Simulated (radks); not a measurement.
Trend from Mg+ to Ar+: ionisation energy by Delta-SCF between NIST ground configurations, and size. Method: scalar-relativistic Kohn-Sham, PBE, spin-polarised, spherical densities, point nucleus; open shells are filled with parallel spins first; computed with a radial shooting solver on a logarithmic mesh with Libxc functionals.

species  configuration  IE (eV)  NIST (eV)       kind  r at 0.001 e/bohr^3 (bohr)
Mg+           [Ne] 3s1   15.362     15.035       exp.                        3.79
Al+           [Ne] 3s2   18.793     18.829       exp.                        3.89
Si+       [Ne] 3s2 3p1   16.266     16.346       exp.                        3.92
P+        [Ne] 3s2 3p2   19.867     19.769  semi-emp.                        3.81
S+        [Ne] 3s2 3p3   23.369     23.338       exp.                        3.67
Cl+       [Ne] 3s2 3p4   23.628     23.814       exp.                        3.56
Ar+       [Ne] 3s2 3p5   27.689     27.630       exp.                        3.44

Reference values: NIST Atomic Spectra Database (exp. = measured, semi-emp. = semi-empirical, theory = theoretical value adopted there). Open shells are spherical and high-spin; term and fine-structure splittings are not resolved.
